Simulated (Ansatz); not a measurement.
One change: `C[S][In]([F])[F]` becomes `C[S][Al]([F])[F]`.

Ansatz, PBE0-D4/def2-TZVP geometries, multiplicity 1. Each molecule was computed in one conformer, which needn't be the lowest.

Elements past krypton have def2 core potentials.

| property | `C[S][In]([F])[F]` |
| --- | --- |
| size of the dipole moment (PBE/def2-TZVPP) / D | 3.63 |
| LUMO energy (B3LYP/def2-TZVPP) / eV | -2.78 |
| HOMO–LUMO gap (PBE/def2-TZVPP) / eV | 3.29 |
| HOMO energy (PBE0/def2-TZVPP) / eV | -7.84 |
| HOMO energy (ωB97M-V/def2-TZVPP) / eV | -10.02 |
| HOMO energy (B3LYP/def2-TZVPP) / eV | -7.63 |

(1) What does the change do to each property? (An estimate is asked.)

Results:

(1) Computed: 
```
                                      property  `C[S][Al]([F])[F]`  shift
size of the dipole moment (PBE/def2-TZVPP) / D                2.24  -1.39
           LUMO energy (B3LYP/def2-TZVPP) / eV               -1.25   1.53
           HOMO–LUMO gap (PBE/def2-TZVPP) / eV                4.62   1.33
            HOMO energy (PBE0/def2-TZVPP) / eV               -7.64   0.20
         HOMO energy (ωB97M-V/def2-TZVPP) / eV               -9.80   0.22
           HOMO energy (B3LYP/def2-TZVPP) / eV               -7.39   0.24
```

With PBE0 the HOMO rises by 0.20 eV and the LUMO rises by 1.50 eV, so the gap widens by about 1.30 eV. PBE moves the HOMO by 0.19 eV and ωB97M-V by 0.22 eV. Dipoles are sizes alone; their direction can turn.

B3LYP here is the variant with VWN-RPA as its local correlation; programs differ in this.
